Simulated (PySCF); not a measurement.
## MS for M along the fourth-period p block

r²SCAN with triple-zeta basis sets in PySCF, for the lowest determinant that a PBE0 search found; no spin–orbit coupling. De refers to high-spin ground-configuration atoms. A positive dipole means M(−)S(+).

```csv
M,basis,state (unpaired electrons),Re (Å),ωe (cm⁻¹),De (eV),μ (D)
Ga,def2-TZVPP,doublet (σ ↑),2.061,481,3.94,-3.22
Ge,def2-TZVPP,singlet (closed shell),2.019,584,5.82,-2.03
As,def2-TZVPP,doublet (π ↑),2.018,588,4.09,-1.18
Se,def2-TZVPP,triplet (π ↑↑),2.038,562,4.28,-0.53
```

(1) By what factor does the well depth vary along the series?

The state changes along the series, so neighbouring rows are not always alike in their bonding.

Spin–orbit coupling is left out. States were picked by a PBE0 search and need not be the measured ground states.

Results:

(1) At r²SCAN it runs from 3.94 eV (GaS) to 5.82 eV (GeS), a factor of 1.48.
